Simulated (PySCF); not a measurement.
CBr2Cl2, SMILES BrC(Cl)(Br)Cl. Atoms are numbered in the order given.

```xyz
5

Cl     0.0000     1.4411    -1.4102
C      0.0000     0.0000    -0.3983
Cl     0.0000    -1.4411    -1.4102
Br    -1.5721     0.0000     0.7191
Br     1.5721     0.0000     0.7191
```

Geometry: ωB97X-D3(BJ)/def2-SVP.

Computed with B3LYP/def2-TZVP (PySCF).

Isolated molecule, no solvent.

```
Quantity                                                                                                        Value
---------------------------------------------------------------------------------------------  ----------------------
total energy                                                                                      -6106.90721 hartree
point group                                                                                                       C2v
highest occupied level                                                                                       -8.08 eV
lowest empty level                                                                                           -2.32 eV
orbital gap                                                                                                   5.76 eV
dipole moment                                                                                                  0.07 D
quadrupole, principal values (traceless, Buckingham form, about the centre of nuclear charge)  -0.68, -0.02, 0.71 D·Å
mean static polarisability                                                                      75.0 bohr³ (11.11 Å³)
polarisability, principal values                                                               69.8, 74.5, 80.7 bohr³
```
